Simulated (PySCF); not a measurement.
# State search for GeS

Unrestricted PBE0; PySCF, no relativity, basis sets Ge pcseg-1, S pcseg-1. Outer shells of the fragments: Ge 3d10 4s2 4p2; S 3s2 3p4.

Followed along the bond (rough minima from three points):

```tsv
2Ms+1	unpaired	⟨S²⟩ at the start	R at minimum (Å)	Te (eV)
1	none	0.00	2.03	0.00
3	π ↑↑	2.01	none in the scan	≤ 2.63
5	σ ↑, π ↑↑↑	6.00	none in the scan	≤ 5.36
```

Solutions found at the starting distance of 2.145 Å, counted from the lowest of them; the search is not exhaustive and high or unbound solutions are not listed, so other states can lie among these:

```
2Ms+1    unpaired   term  E (eV)  ⟨S²⟩  ⟨Lz²⟩  μ (D)
    1        none    ¹Σ⁺    0.00  0.00   0.00  -2.89
    3        π ↑↑  mixed    2.59  2.01   2.01  -0.32
    3        π ↑↑  mixed    2.93  2.01   2.01  -0.54
    1        π ↑↓  mixed    2.99  1.01   2.01  -0.62
    3    σ ↑, π ↑     ³Π    3.03  2.01   1.01  -2.30
    5  σ ↑, π ↑↑↑     ⁵Π    5.45  6.00   1.01   0.39
    3  σ ↑, π ↑↑↓  mixed    6.24  3.01   3.02   0.80
    3    σ ↑, π ↑     ³Π    6.32  2.00   1.02  -0.55
    5      π ↑↑↑↑    ⁵Σ⁺    6.36  6.01   0.00   4.03
    5  σ ↑↑, π ↑↑  mixed    8.56  6.00   2.01   0.51
```

A term symbol is given only where ⟨S²⟩ and ⟨Lz²⟩ are close to those of a pure state; real π, δ and φ orbitals otherwise mix terms. A positive dipole means Ge(−)S(+).

The measured ground state is X ¹Σ+ (Huber and Herzberg, Constants of Diatomic Molecules (1979)).

Counting both spins, an empty level lies below a filled one in some of these solutions, because spin and occupation are held.
